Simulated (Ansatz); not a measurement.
The Cd1–H2 bond of CH4Cd (SMILES [CH3][CdH]) is stretched (multiplicity 1, the rest rigid).
Geometry at rest (charge 0, multiplicity 1):
```xyz
6

Cd    -0.281    -0.151    -0.041
H     -1.750    -0.942    -0.258
C      1.581     0.851     0.233
H      2.031     0.559     1.183
H      1.433     1.931     0.235
H      2.271     0.595    -0.572
```

Correlated levels freeze the cores.

The values were computed with Ansatz (an electronic-structure program) with Gaussian orbitals. Each number belongs to the level named beside it. In def2 rows elements past Kr take small-core potentials, without spin–orbit coupling.

Energies above the point at 1.682 Å (the B3LYP-D3(BJ) bond length), FIC-MRCISD+Q on CASSCF(2,2)/def2-TZVPP (kcal/mol): 4.62 at 1.514 Å; 3.32 at 1.851 Å; 73.85 at 5.384 Å.

### Question
Take the last value as the depth D of a Morse curve D(1 − e^(−a(R − R₀)))², fit a and R₀ to the two near points, and test it at 2.271 and 2.944 Å.

### Answer

With D = 73.9, both near points (counted from the curve's value at 1.682 Å) are met by a = 1.37 Å⁻¹ and R₀ = 1.677 Å, so k = 2Da² = 278 kcal/(mol Å²). The curve then gives 23.0 and 50.2 kcal/mol; the level itself gives 23.4 and 53.5, so Morse is off by -0.4 and -3.4.
